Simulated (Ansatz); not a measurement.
```yaml
crystal:
  periodic: [false, false, false]
  atoms:
    - {symbol: C, position_ang: [-0.869359, -0.324244, 0.480191]}
    - {symbol: Cr, position_ang: [0.795435, 0.185601, -0.437982]}
    - {symbol: O, position_ang: [1.903173, -0.467823, 0.413144]}
    - {symbol: O, position_ang: [0.680907, -0.494182, -1.817563]}
    - {symbol: Cl, position_ang: [0.911069, 2.290819, -0.526261]}
    - {symbol: H, position_ang: [-0.806168, 0.118010, 1.475342]}
    - {symbol: H, position_ang: [-0.936964, -1.409691, 0.528454]}
    - {symbol: H, position_ang: [-1.678084, 0.101510, -0.115335]}
basis:
  gaussian: {orbitals: def2-TZVPP, point_charges: [{charge: 2.00, position_ang: [6.331, -0.308, 0.787]}]}
hamiltonian: {xc: {name: r2SCAN}}
output: {forces: true}
```

```sh
$ ansatz run in.yaml --threads 4 --pin off --events-out ev --progress --plain --max-ram 10444MiB
```

It prints (some lines left out):

```
Functional definition: r2SCAN
1372 factors; their error is unknown
mean field evaluation 1: about -46104.2504 eV, gradient 1.0e2 eV
mean field evaluation 2: about -45749.8004 eV, gradient 4.5e2 eV
mean field evaluation 4: about -46105.5785 eV, gradient 1.3e2 eV
mean field evaluation 8: about -46121.6222 eV, gradient 5.8e1 eV
mean field evaluation 16: about -46126.1279 eV, gradient 2.0e-5 eV
mean field -46126.12792108 eV, -1695.1039356873 hartree, gradient 2.0e-5 eV, S^2 0.000000; 0 other end points of the search recorded, 0 dependent functions left out
reference -46126.12793678 eV, -1695.1039362642 hartree; 33, 33 occupied and 208, 208 virtual orbitals, 1372 factors
Total energy: -46126.12793678 eV, -1695.1039362642 hartree
Atom 0 at    -0.869359    -0.324244     0.480191 Å, force    -0.047271     0.013548     0.026169 eV/Å
Atom 1 at     0.795435     0.185601    -0.437982 Å, force    -2.025680     1.089247    -0.365695 eV/Å
Atom 2 at     1.903173    -0.467823     0.413144 Å, force     2.153498    -0.825235     1.218678 eV/Å
Atom 3 at     0.680907    -0.494182    -1.817563 Å, force     0.061217    -0.287296    -0.730604 eV/Å
Atom 4 at     0.911069     2.290819    -0.526261 Å, force     0.109670     0.031985    -0.030558 eV/Å
Atom 5 at    -0.806168     0.118010     1.475342 Å, force     0.037610     0.020726     0.002462 eV/Å
Atom 6 at    -0.936964    -1.409691     0.528454 Å, force    -0.002405    -0.019770    -0.031763 eV/Å
Atom 7 at    -1.678084     0.101510    -0.115335 Å, force     0.021067     0.001857    -0.055957 eV/Å
Dipole moment:    -0.919477     0.123147     0.114498 e Å
```

Run time 7.5 s (4 threads of an Arm Neoverse V2 on a shared host); peak host memory 0.38 GiB.
